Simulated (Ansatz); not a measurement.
`ClBCl` + `OCC(F)(F)F` → `FC(F)(F)COBCl` + HCl  (ligand exchange at a B–Cl bond)

Gas-phase electronic energies from Ansatz, PBE0-D4/def2-TZVP geometries. CCSD(T)/CBS adds triple-zeta CCSD(T) − MP2 to the extrapolated MP2 energy (def2 sets, frozen cores). This one scheme is used for every species. Functionals use def2-TZVPP. One conformer a species, not always the lowest.

`ClBCl`:

Cartesian coordinates in Å:
```
Cl -0.427 1.054 1.227
B -0.064 -0.116 -0.001
Cl 1.127 0.217 -1.217
H -0.636 -1.155 -0.009
```

`OCC(F)(F)F`:

```xyz
9

O     0.642   -1.481    0.083
C     0.652   -0.099    0.269
C    -0.692    0.530   -0.036
F    -1.661    0.081    0.761
F    -1.063    0.268   -1.301
F    -0.629    1.859    0.101
H     0.474   -1.668   -0.845
H     0.880    0.095    1.318
H     1.397    0.415   -0.350
```

`FC(F)(F)COBCl`:

Z-matrix (Å, degrees):
```
C
F 1 1.331
F 1 1.336 2 107.8
F 1 1.338 2 108.1 3 -116.5
C 1 1.515 2 112.2 3 123.0
O 5 1.402 1 110.0 2 -59.8
H 5 1.094 1 107.8 2 177.6
H 5 1.091 1 108.0 2 59.2
B 6 1.345 5 121.2 1 -106.9
Cl 9 1.745 6 118.0 5 177.9
H 9 1.194 6 122.1 5 -3.0
```

HCl:

```xyz
2

Cl   -0.601   -0.082    0.202
H     0.601    0.082   -0.202
```

| level | ΔE (kcal/mol) |
| --- | --- |
| CAM-B3LYP-D4 | -12.6 |
| HF/CBS(def2) | -12.4 |

**Question.** What does CCSD(T)/CBS give? (An estimate is asked.)

**Answer.** Ansatz gave: -11.1 kcal/mol. The listed levels differ from it by -1.5, -1.3 kcal/mol.

Largest T1 diagnostic among the species: 0.012.

From BLYP to BHLYP (50 % exact exchange), in def2-TZVPP and without D4, ΔE moves by −1.2 kcal/mol. Leaving LDA and LC-ωPBE aside and taking each functional with its dispersion term where it has one, the values, not all of them listed here, spread over 3.3 kcal/mol, from CAM-B3LYP-D4 to revPBE-D4. LDA lies −2.3 kcal/mol from PBE without D4. At CCSD(T), def2-SVP lies −1.4 kcal/mol from the extrapolated value and def2-TZVPP −0.5 kcal/mol.
